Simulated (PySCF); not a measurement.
**From computed data to an observable: dipole moment from atomic charges**

C2H2O3Si, SMILES O=C1OC(=O)[SiH2]1. Atoms are numbered in the order given.

```xyz
8

O      2.2390     0.0000     0.6538
C      1.1159     0.0000     0.2643
O      0.0000     0.0000     1.1411
C     -1.1159     0.0000     0.2643
O     -2.2390     0.0000     0.6538
Si     0.0000     0.0000    -1.3198
H      0.0000    -1.2319    -2.1419
H      0.0000     1.2319    -2.1419
```
Charge 0, spin multiplicity 1.

Geometry: TPSSh-D3(BJ)/def2-SVP.

Charges (e) from PySCF with PBE/def2-TZVP:

```
atom  Mulliken  ESP fit
----  --------  -------
O1      -0.176   -0.377
C2       0.145    0.485
O3      -0.083   -0.282
C4       0.145    0.485
O5      -0.176   -0.377
Si6      0.093   -0.011
H7       0.026    0.039
H8       0.026    0.039
```

The dipole moment of the full density is 3.45 D.

Q: What dipole moment does each set of point charges give, and which comes closer to that of the density?

A: 
μ = Σ q r, and 1 e Å = 4.8032 D.
Mulliken: Σ q r = (0.000, 0.000, -0.482) e Å, |μ| = 2.32 D.
ESP fit: Σ q r = (0.000, 0.000, -0.711) e Å, |μ| = 3.41 D.
ESP fit comes closer in size. Point charges leave out the atoms' own dipoles (lone pairs, polarised bonds); fits to the potential absorb them, partitions of the density don't.
